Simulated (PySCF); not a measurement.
# Computed properties of C3H10OSi, SMILES CC(C)[SiH2]O

C3H10OSi, SMILES CC(C)[SiH2]O. The structure is a stationary point at B3LYP-D3(BJ)/def2-SVP. Other conformers were not sampled. All values are computed for the isolated molecule unless a solvent is named; none is compared with measurement here.

**Structure.** All 39 harmonic modes at B3LYP-D3(BJ)/def2-SVP (PySCF) are real, so it is a minimum. With heavy atoms numbered as in [SiH2:1]([OH:2])[CH:3]([CH3:4])[CH3:5], the shortest bond between them is C3–C5 at 1.535 Å and the longest Si1–C3 at 1.893 Å.

**Vibrations.** The strongest infrared lines (harmonic, unscaled, degenerate partners summed) lie at 914 cm⁻¹ (204 km/mol, H 76 %, Si 15 %), 2184 cm⁻¹ (168 km/mol, H 97 %), 826 cm⁻¹ (123 km/mol, O 44 %, H 41 %, Si 14 %). The softest mode is at 75 cm⁻¹ and the zero-point energy is 77.9 kcal/mol.

**Electronic structure.** CAM-B3LYP/def2-TZVP (PySCF) places the frontier levels at -9.17 and 1.23 eV, a gap of 10.40 eV, and gives a dipole moment of 1.78 D and a mean polarisability of 65.9 bohr³. PBE/def2-TZVP (PySCF) at the same geometry gives -6.46 and -0.52 eV, so its gap is 4.46 eV narrower. An orbital gap is neither the optical nor the fundamental gap.

**Excitations.** TDA-B3LYP/def2-SVPD (PySCF) has S1 at 6.45 eV (192 nm, f = 0.004, weak); the most intense of the 10 singlets computed lies at 8.30 eV (f = 0.07). T1 (TDA) is at 6.24 eV, 0.21 eV under S1. TDA-PBE/def2-SVPD (PySCF) puts S1 at 5.88 eV. No vertical singlet excitation falls in the visible range (under 3.1 eV).

**NMR.** GIAO shifts at PBE0/pcSseg-1 (PySCF) (non-relativistic, atoms alike by connectivity averaged): ¹³C from 19.1 to 20.1 ppm against TMS; ¹H from 0.7 to 4.9 ppm against TMS; ²⁹Si at -2.1 ppm against TMS.
